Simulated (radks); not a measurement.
The nuclear charge of the thulium ion Tm+ is varied continuously with 68 electrons held in [Xe] 4f13 6s1. Calculated with a radial shooting solver on a logarithmic mesh with Libxc functionals: scalar-relativistic Kohn-Sham, PBE, spin-unpolarised, spherical densities, point nucleus. By the Hellmann-Feynman theorem dE/dZ = E(electron-nucleus)/Z, the electronic potential at the nucleus. The scalar-relativistic energy here is not variational (the density holds large components alone), so the two differ by a part that grows with Z.

\begin{tabular}{lrrrrr}
Z & E (hartree) & E(electron-nucleus)/Z (hartree) & HOMO & e(HOMO) (eV) & <r> HOMO (bohr) \\ \hline
68.5 & -13325.4039 & -477.813 & 4f & -3.027 & 0.8624 \\
69 & -13567.2321 & -483.077 & 6s & -9.166 & 3.585 \\
69.5 & -13811.7323 & -488.329 & 6s & -13.077 & 3.311 \\
70 & -14058.9033 & -493.581 & 6s & -17.387 & 3.094 \\
\end{tabular}

The central difference of E at Z = 69 is -486.328 hartree, to compare with the third column; the second derivative is -10.7 hartree. No converged solution with all levels bound was reached at Z = 68.
